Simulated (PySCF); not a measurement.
# One molecule, several mistakes: CH5NSi2

Calculated results; nothing here was measured. They come from PySCF 2.14.0, an open-source quantum chemistry program, on an isolated molecule that a program drew, which may never have been made. The molecule is CH5NSi2 (charge 0, singlet), drawn as the SMILES string `C[Si]N=[SiH2]`.

Each row is a Hartree-Fock (HF) and frozen-core CCSD(T) single point in the cc-pV(D+d)Z basis, meant for a local HF minimum. Run 1 is clean. Each other run has one planted mistake out of seven kinds, and not every kind appears here: one electron removed, one electron added, multiplicity raised by two, geometry at a saddle point, minimal basis STO-3G, one bond length entered in bohr, all coordinates scaled. The reference is restricted for singlets and unrestricted otherwise, and also for a bond in bohr. Adding or removing an electron swaps singlet and doublet. Electrons count all cores. HOMO and LUMO are orbital energies over both spins, the gradient is its largest component, and the lowest frequency (negative if imaginary) is given only where the gradient is small. Bond lengths are over the 8 bonds as drawn. T1 is the CCSD diagnostic: over 0.02 (restricted) or 0.045 (unrestricted) a single reference is doubtful.

Geometry of the clean run:
```xyz
9
CH5NSi2, angstrom
C    -1.0118   -1.0007   -0.1579
Si   -1.5464   -0.9834    1.6841
N    -0.7258    0.3917    2.2248
Si   -0.0454    1.6288    2.8948
H    -1.4388   -1.8455   -0.7059
H    -1.3281   -0.0722   -0.6490
H     0.0811   -1.0516   -0.2344
H    -0.6530    2.9674    2.9587
H     1.2784    1.5922    3.5358
```

```
run,electrons,basis functions,<S^2>,HOMO (eV),LUMO (eV),gradient (hartree/bohr),lowest frequency (cm^-1),mean bond (Å),longest bond (Å),T1,HF (hartree),CCSD(T) (hartree),mistake
1,46,99,0.000,-7.56,1.55,3.0e-05,71,1.4252,1.918,0.0205,-673.06219,-673.61810,no fault
2,46,99,2.102,-6.15,-0.30,1.3e-01,-,1.4252,1.918,0.0651,-672.97724,-673.51551,multiplicity raised by two
3,46,99,0.000,-7.50,1.59,1.4e-02,-,1.4052,1.891,0.0201,-673.06024,-673.61281,all coordinates scaled
4,46,99,1.090,-7.79,0.84,1.6e-02,-,1.5888,2.781,0.0528,-672.95545,-673.49835,one bond length entered in bohr
5,45,99,0.771,-15.24,-5.38,6.8e-02,-,1.4252,1.918,0.0224,-672.82659,-673.34665,?
6,46,33,0.000,-4.76,7.48,2.4e-02,-,1.4252,1.918,0.0219,-665.17396,-665.43703,?
```

**Which mistake was planted in run 5, and what did it cost?**

It counts 45 electrons, one fewer than the clean run, at the same geometry and basis. So the mistake is: one electron removed. Subtracting run 1 and multiplying by 627.51 kcal/mol a hartree, the energy moved by 147.8 kcal/mol in HF and 170.3 kcal/mol in CCSD(T).

**Which mistake was planted in run 6, and what did it cost?**

It has 33 basis functions where the clean run has 99, with the same electrons and geometry. So the mistake is: minimal basis STO-3G. Subtracting run 1 and multiplying by 627.51 kcal/mol a hartree, the energy moved by 4949.9 kcal/mol in HF and 5133.7 kcal/mol in CCSD(T).

Cautions from the logs. Run 1: T1 is over the limit, so its CCSD(T) energy is less reliable; run 2: T1 is over the limit, so its CCSD(T) energy is less reliable; run 3: T1 is over the limit, so its CCSD(T) energy is less reliable; run 4: T1 is over the limit, so its CCSD(T) energy is less reliable; run 6: T1 is over the limit, so its CCSD(T) energy is less reliable.
